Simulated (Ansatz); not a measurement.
Input file for Ansatz (a first-principles code): U-PBE/def2-TZVPP on FHSi (SMILES F[SiH]), 2S+1 = 3, a spin state set in the input, which need not be the lowest.

Ansatz 0.2 input:
```yaml
crystal:
  periodic: [false, false, false]
  atoms:
    - {symbol: F, position_ang: [0.92611980, -0.46262382, 0.00000000]}
    - {symbol: Si, position_ang: [-0.47570531, 0.33697434, 0.00000000]}
    - {symbol: H, position_ang: [-1.67520376, -0.55402639, 0.00000000]}
basis:
  gaussian:
    orbitals: def2-TZVPP
hamiltonian:
  xc: {name: PBE}
magnetization: {spin_polarized: true, initial_magnetization: 2}
```

Program output:

```
WARN ansatz: RAYON_NUM_THREADS=2 ignored (pool sized by the plan → 2); use --threads N
Functional definition: PBE
integrals: 0.02 GiB planned
503 factors; their error is unknown
mean field: 0.20 GiB planned
mean field evaluation 1: about -10602.0927 eV, gradient 2.4e1 eV
mean field evaluation 2: about -10591.1703 eV, gradient 6.4e1 eV
mean field evaluation 4: about -10603.8673 eV, gradient 1.9e0 eV
mean field evaluation 8: about -10603.8908 eV, gradient 2.9e-2 eV
mean field evaluation 16: about -10603.8735 eV, gradient 1.9e-5 eV
mean field -10603.87354831 eV, -389.6851653367 hartree, gradient 1.9e-5 eV, S^2 2.002008; 0 other end points of the search recorded, 0 dependent functions left out
reference -10603.87358114 eV, -389.6851665432 hartree; 13, 11 occupied and 74, 76 virtual orbitals, 503 factors
Total energy: -10603.87358114 eV, -389.6851665432 hartree
```

The run converged.

Cost: roughly 1.0 core-seconds.
